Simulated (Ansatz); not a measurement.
`[F][InH][F]` and `[F][InH][SeH]` differ in one atom or group.

Ansatz, PBE0-D4/def2-TZVP geometries, multiplicity 1. Each molecule was computed in one conformer, which needn't be the lowest.

Elements past krypton have def2 core potentials. Scalar relativity is left out up to krypton.

```csv
property,`[F][InH][F]`
size of the dipole moment (B3LYP/def2-TZVPP) / D,3.53
HOMO–LUMO gap (ωB97M-V/def2-TZVPP) / eV,12.03
HOMO energy (B3LYP/def2-TZVPP) / eV,-9.73
HOMO–LUMO gap (PBE/def2-TZVPP) / eV,5.44
HOMO–LUMO gap (PBE0/def2-TZVPP) / eV,8.10
HOMO energy (PBE/def2-TZVPP) / eV,-8.23
```

Problem. Give the same properties after the change, and the shifts. (Estimate.)

Solution. The calculation gave: 
| property | `[F][InH][SeH]` | shift |
| --- | --- | --- |
| size of the dipole moment (B3LYP/def2-TZVPP) / D | 2.23 | -1.30 |
| HOMO–LUMO gap (ωB97M-V/def2-TZVPP) / eV | 9.57 | -2.46 |
| HOMO energy (B3LYP/def2-TZVPP) / eV | -7.30 | 2.43 |
| HOMO–LUMO gap (PBE/def2-TZVPP) / eV | 4.10 | -1.34 |
| HOMO–LUMO gap (PBE0/def2-TZVPP) / eV | 5.94 | -2.16 |
| HOMO energy (PBE/def2-TZVPP) / eV | -6.40 | 1.83 |

With PBE0 the HOMO rises by 2.43 eV and the LUMO rises by 0.28 eV, so the gap narrows by about 2.15 eV. PBE moves the HOMO by 1.83 eV and ωB97M-V by 2.65 eV. The zero-point energy changes by 16.9 kJ/mol with +3 modes. Dipoles are sizes alone; their direction can turn.

B3LYP here is the variant with VWN-RPA as its local correlation; programs differ in this.

Spin–orbit coupling is left out; it splits and shifts lone-pair levels of the heavy atoms by tenths of an eV.
